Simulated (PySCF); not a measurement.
Al(H)(vinyl)(OH) (C2H5AlO), SMILES [CH]([AlH][OH])=C. Heavy atoms are numbered as in [AlH:1]([CH:3]=[CH2:4])[OH:8]. Hydrogens are named by the atom that carries them.

Coordinates come from a PBE0-D3(BJ)/def2-SVP optimisation. The values are those of a single conformer.

Calculation: PySCF with KT2/pcSseg-1.

GIAO shieldings, no solvent; atoms alike by connectivity are averaged. δ = σ(ref) − σ: ¹H against TMS (σ = 31.47 ppm); ¹³C against TMS (σ = 185.1 ppm); ¹⁷O against H2O (σ = 330.4 ppm), references at their B3LYP-D3(BJ)/def2-TZVP geometries, non-relativistic.

```csv
nucleus,atoms,count,δ (ppm)
¹H,H on C4,2,6.89
¹H,H on C3,1,6.30
¹H,H on Al1,1,5.23
¹H,H on O8,1,3.13
¹³C,C4 (CH2),1,144.3
¹³C,C3 (CH),1,136.4
¹⁷O,O8 (OH),1,78.4
```
